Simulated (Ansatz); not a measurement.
`BO[SiH2]B` + `[OH][GeH3]` → `B[O][GeH3]` + `B[SiH2]O` at 700 K and 1 bar (ligand exchange at a B–O bond).

Isolated molecules relaxed with PBE0-D4/def2-TZVP in Ansatz; ΔE leaves out vibrations. CCSD(T)/CBS adds triple-zeta CCSD(T) − MP2 to the extrapolated MP2 energy (def2 sets, frozen cores). For Ge outer-core shells are correlated without core-valence functions, which leaves a few kJ/mol of doubt a bond. Scalar relativity is left out up to krypton. Each species was taken in one conformer, which may not be the lowest.

```csv
species,CCSD(T)/CBS energy (Eh),H − E (kJ/mol),S (J/(mol·K))
`BO[SiH2]B`,-417.47687,240.1,448.0
`[OH][GeH3]`,-2153.69723,141.7,338.7
`B[O][GeH3]`,-2179.12438,187.4,392.9
`B[SiH2]O`,-392.05150,194.3,392.7
```

H − E and S are ideal-gas, rigid-rotor, harmonic terms from PBE0-D4/def2-TZVP, for one conformer and one mirror image of each species. 1 Eh = 2625.50 kJ/mol, R = 8.31446 J/(mol·K).

Question: By hand: ΔE, ΔH, ΔS and ΔG.

Answer: ΔE = (-2179.12438) + (-392.05150) − (-417.47687) − (-2153.69723) = -0.00178 Eh = -4.7 kJ/mol. Δ(H − E) = 187.4 + 194.3 − 240.1 − 141.7 = -0.1, so ΔH = -4.8 kJ/mol. ΔS = 392.9 + 392.7 − 448.0 − 338.7 = -1.1 J/(mol·K). ΔG = -4.8 − 700 × (-1.1)/1000 = -4.0 kJ/mol.

Question: By hand: the equilibrium constant, and the temperature at which ΔG would vanish if ΔH and ΔS stayed fixed.

Answer: log₁₀ K = −ΔG/(RT ln 10) = 0.3. ΔG = 0 at ΔH/ΔS = 4364 K, far beyond where these terms or the molecules hold.

The number of gas molecules stays the same, so ΔS is small and ΔH decides. The sign of ΔG lies within the doubt. A doubt of 5 kJ/mol in ΔE shifts log₁₀ K by 0.4 here. Other conformers and mirror images would add mixing entropy, several J/(mol·K) or more a flexible species. Modes under 60 cm⁻¹, often nearly free rotors, make the harmonic entropy too high. These are equilibria of isolated gas molecules and say nothing of rates. Largest T1 diagnostic: 0.013 (customary marks: 0.02 for closed shells, 0.045 for open ones).
